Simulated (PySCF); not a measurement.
C3H12N2Si, SMILES [SiH2](NC)NCC.

Geometry: PBE-D3(BJ)/def2-SVP. The values are those of a single conformer.

Method: PBE-D3(BJ)/def2-SVP in PySCF.

Frequencies are harmonic and unscaled.

Computed normal modes with their intensities:
| mode | ν (cm⁻¹) | IR (km/mol) | moving atoms (share of kinetic energy) |
|---|---|---|---|
| 1 | 37 | 0.4 | C 38 %, N 34 %, H 25 % |
| 2 | 75 | 1.3 | H 35 %, C 35 %, N 19 %, Si 11 % |
| 3 | 80 | 0.4 | H 44 %, C 28 %, N 16 %, Si 12 % |
| 4 | 147 | 0.1 | H 44 %, N 28 %, Si 18 %, C 10 % |
| 5 | 162 | 2.1 | H 75 %, N 17 % |
| 6 | 241 | 1.6 | H 70 %, N 14 %, C 8 % |
| 7 | 287 | 8.3 | H 51 %, N 24 %, C 22 % |
| 8 | 314 | 1.2 | C 38 %, H 36 %, N 23 % |
| 9 | 385 | 3.4 | H 38 %, C 34 %, N 14 %, Si 14 % |
| 10 | 453 | 82.9 | H 77 %, N 18 % |
| 11 | 483 | 92.9 | H 88 %, N 11 % |
| 12 | 629 | 40.5 | H 67 %, Si 23 % |
| 13 | 685 | 5.1 | H 73 %, N 14 % |
| 14 | 751 | 29.1 | H 68 %, N 14 %, Si 10 %, C 8 % |
| 15 | 773 | 59.0 | H 34 %, N 32 %, Si 27 %, C 8 % |
| 16 | 802 | 20.1 | H 61 %, N 20 %, Si 11 %, C 8 % |
| 17 | 886 | 231.7 | H 85 %, Si 9 % |
| 18 | 929 | 53.3 | H 45 %, C 32 %, N 14 %, Si 8 % |
| 19 | 947 | 75.0 | H 95 % |
| 20 | 1054 | 7.3 | C 50 %, H 48 % |
| 21 | 1058 | 44.0 | H 80 %, C 13 % |
| 22 | 1079 | 18.3 | H 66 %, C 30 % |
| 23 | 1104 | 0.5 | H 76 %, C 19 % |
| 24 | 1137 | 221.9 | N 40 %, C 36 %, H 22 % |
| 25 | 1152 | 20.9 | N 38 %, C 36 %, H 25 % |
| 26 | 1240 | 26.8 | H 82 %, C 14 % |
| 27 | 1317 | 12.6 | H 80 %, C 17 % |
| 28 | 1342 | 18.6 | H 74 %, C 20 % |
| 29 | 1351 | 50.7 | H 66 %, N 21 %, C 12 % |
| 30 | 1375 | 111.8 | H 68 %, N 18 %, C 14 % |
| 31 | 1395 | 9.5 | H 87 %, C 13 % |
| 32 | 1411 | 9.6 | H 96 % |
| 33 | 1414 | 5.4 | H 95 % |
| 34 | 1416 | 1.3 | H 95 % |
| 35 | 1433 | 2.9 | H 92 % |
| 36 | 1451 | 4.2 | H 95 % |
| 37 | 2095 | 223.2 | H 96 % |
| 38 | 2110 | 135.0 | H 98 % |
| 39 | 2907 | 185.4 | H 94 % |
| 40 | 2909 | 26.8 | H 95 % |
| 41 | 2962 | 23.3 | H 97 % |
| 42 | 2969 | 49.5 | H 91 %, C 9 % |
| 43 | 2998 | 9.6 | H 92 %, C 8 % |
| 44 | 3038 | 15.5 | H 91 %, C 9 % |
| 45 | 3049 | 29.4 | H 91 %, C 9 % |
| 46 | 3063 | 27.8 | H 91 %, C 9 % |
| 47 | 3499 | 9.3 | H 93 % |
| 48 | 3508 | 10.4 | H 93 % |
